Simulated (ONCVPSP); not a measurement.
# Building the ONCV potential for carbon (PBEsol, non-relativistic).

- Element: carbon
- Generator: ONCVPSP 4.0.1
- Type: optimised norm-conserving Vanderbilt (ONCV)
- Functional: PBEsol
- Relativity: non-relativistic
- Frozen core: [He]
- Valence charge: 4
- Reference configuration: 2s2 2p1.5 (charge +0.5)
- Partial waves: 2s: rc 1.05 bohr, ncon 4, nbas 7, qcut 7.2 1/bohr, local; 2p: rc 3.00 bohr, ncon 5, nbas 8, qcut 3.6 1/bohr, 2 projectors, debl 3.5 Ha
- Local potential: the s channel
- Core correction: none

All-electron outer shells of the reference configuration (PBEsol, non-relativistic, ld1.x):

```tsv
shell	level (eV)	outermost node (bohr)	outermost maximum (bohr)
1s	-278.73	–	0.18
2s	-19.25	0.38	1.20
2p	-10.65	–	1.16
```

Results:

| Quantity | Value |
| --- | --- |
| Cutoffs needed | 21 Ha and 27 Ha (the cutoffs (Ha) at which the residual kinetic energy of the hardest occupied pseudo-wave falls to 1 and 0.1 mHa per electron) |
| Ghost test | no bound ghost flagged; no localised positive-energy state flagged |
| Largest excitation error | +1026 meV (all-electron minus pseudo) for 2s2 2p0, out of 4 test configurations |

Generation and tests took about 1.4 s on one core of a shared server CPU.
